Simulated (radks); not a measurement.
Ta1.25+, configuration [Ar] 3d10 4s(up 1, down 0.75) 4p6 4d10 4f14 5s2 5p6 5d3 6s1 (fractional occupations, a model configuration). Method: scalar-relativistic Kohn-Sham, PBE, spin-polarised, spherical densities, finite nucleus; open shells are filled with parallel spins first (spin-orbit coupling, left out, can overturn this in heavy ions); Fermi nuclear charge, rms radius 5.3507 fm; computed with a radial shooting solver on a logarithmic mesh with Libxc functionals.

Normalised radial functions P(r) = r R(r), r in bohr:

r         5s down    5d up
0.00197    0.1016   0.0000
0.00267    0.1236   0.0001
0.003618   0.1469   0.0001
0.004904   0.1686   0.0003
0.006646   0.1838   0.0007
0.008935   0.1848   0.0016
0.01211    0.1614   0.0035
0.01641    0.1018   0.0075
0.02224    0.0001   0.0158
0.03014   -0.1328   0.0318
0.04053   -0.2521   0.0592
0.05493   -0.2880   0.1032
0.07444   -0.1566   0.1595
0.1009     0.1344   0.2071
0.1367     0.3950   0.2011
0.1838     0.3296   0.0973
0.2491    -0.1431  -0.1048
0.3376    -0.5888  -0.2923
0.4576    -0.4016  -0.2959
0.6202     0.3819  -0.0497
0.8405     1.0441   0.3284
1.13       1.0742   0.6352
1.531      0.6473   0.7552
2.076      0.2362   0.6705
2.813      0.0496   0.4625
3.812      0.0051   0.2370
5.126      0.0002   0.0873
6.947      0.0000   0.0192
9.414      0.0000   0.0021

5s down: eigenvalue -83.008 eV, 4 radial nodes at r = 0.0222, 0.0888, 0.231, 0.542 bohr, <r> = 1.09 bohr, 90 % of the charge inside 1.57 bohr. 5d up: eigenvalue -14.047 eV, 2 radial nodes at r = 0.215, 0.647 bohr, <r> = 2.01 bohr, 90 % of the charge inside 3.14 bohr.
